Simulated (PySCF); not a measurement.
Molfile (atoms numbered from 1):
```
CH6N2Si2
     RDKit          3D

 11 10  0  0  0  0  0  0  0  0999 V2000
    3.0911   -1.4827   -0.1040 N   0  0  0  0  0  0  0  0  0  0  0  0
    2.2881   -0.7295    0.2612 C   0  0  0  0  0  0  0  0  0  0  0  0
    0.9724    0.4866    0.8020 Si  0  0  0  0  0  4  0  0  0  0  0  0
   -0.2552    0.6647   -0.3944 N   0  0  0  0  0  0  0  0  0  0  0  0
   -1.7128   -0.2842   -0.5957 Si  0  0  0  0  0  4  0  0  0  0  0  0
    1.6906    1.7690    1.0281 H   0  0  0  0  0  0  0  0  0  0  0  0
    0.3898   -0.0688    2.0502 H   0  0  0  0  0  0  0  0  0  0  0  0
   -0.0275    1.2965   -1.1590 H   0  0  0  0  0  0  0  0  0  0  0  0
   -1.6293   -1.2130   -1.7635 H   0  0  0  0  0  0  0  0  0  0  0  0
   -2.8917    0.6103   -0.7987 H   0  0  0  0  0  0  0  0  0  0  0  0
   -1.8768   -1.0744    0.6581 H   0  0  0  0  0  0  0  0  0  0  0  0
  1  2  3  0
  2  3  1  0
  3  4  1  0
  4  5  1  0
  3  6  1  0
  3  7  1  0
  4  8  1  0
  5  9  1  0
  5 10  1  0
  5 11  1  0
M  END
```

Geometry: PBE0-D3(BJ)/def2-SVP; GIAO shifts from PySCF 2.14.0 with density-fitted response routines, gas phase, non-relativistic, averaged over equivalent atoms.

At KT3/pcSseg-2 (278 basis functions, 34 s wall time on 1 thread of an Arm Neoverse V2, shared host):
| atoms | δ (ppm) |
| --- | --- |
| N1 | 330.7 |
| N4 | 10.7 |
| C2 | 116.7 |
| Si5 | -46.7 |
| Si3 | -63.7 |
| H6/H7 | 4.72 |
| H9/H10/H11 | 4.72 |
| H8 | -0.06 |

Referencing at the same level of theory: $^{15}$N (258.71 ppm) vs NH3; $^{13}$C (181.31 ppm) and $^{29}$Si (358.24 ppm) and $^{1}$H (31.35 ppm) vs TMS.

**Question.** Predict the values at LC-wPBE/pcSseg-2 on the same geometry.

**Answer.** 
```
     atoms  δ at LC-wPBE/pcSseg-2  change
        N1                  360.7   +30.0
        N4                    3.3    -7.4
        C2                  137.1   +20.4
       Si5                  -45.7    +1.0
       Si3                  -56.9    +6.8
     H6/H7                   4.64   -0.08
H9/H10/H11                   4.65   -0.07
        H8                   0.01   +0.07
```

Chemical shifts δ = σref − σ; NH3 for $^{15}$N (264.07 ppm); $^{13}$C (188.30 ppm), $^{29}$Si (346.67 ppm), $^{1}$H (31.32 ppm) against TMS, all at this level.

The largest change is at N1 (nitrile nitrogen). Cost: 278 basis functions, 50 s wall time on 1 thread of an Arm Neoverse V2, shared host.

Experimental scales use liquid or dissolved standards, which lie at an offset from isolated NH3 (liquid NH3: subtract about 20 ppm). Unscaled 15N shifts of sp2 nitrogen come out 20 to 40 ppm too high even then.
